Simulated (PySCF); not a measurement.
C2H5In, SMILES C=[CH][InH2]. Coordinates come from a PBE-D3(BJ)/def2-SVP optimisation. The def2 effective core potentials stand for the cores of In; spin–orbit coupling is left out.

Question: Give the equilibrium geometry at PBE-D3(BJ)/def2-SVP (PySCF confirms it by a frequency run) as bond lengths and angles, and its point group. (An estimate is asked for; the answer gives what the named calculation found.)

Answer: point group Cs.
Atoms: In1 H2 H3 C4 C5 H6 H7 H8. Bonds (Å): In1–H2 1.750, In1–H3 1.746, In1–C4 2.164, C4–C5 1.350, C4–H6 1.106, C5–H7 1.107, C5–H8 1.105. Angles (°): H2–In1–H3 122.4, H2–In1–C4 115.8, H3–In1–C4 121.8, In1–C4–C5 121.1, In1–C4–H6 120.9, C5–C4–H6 118.0, C4–C5–H7 122.4, C4–C5–H8 122.2, H7–C5–H8 115.4.
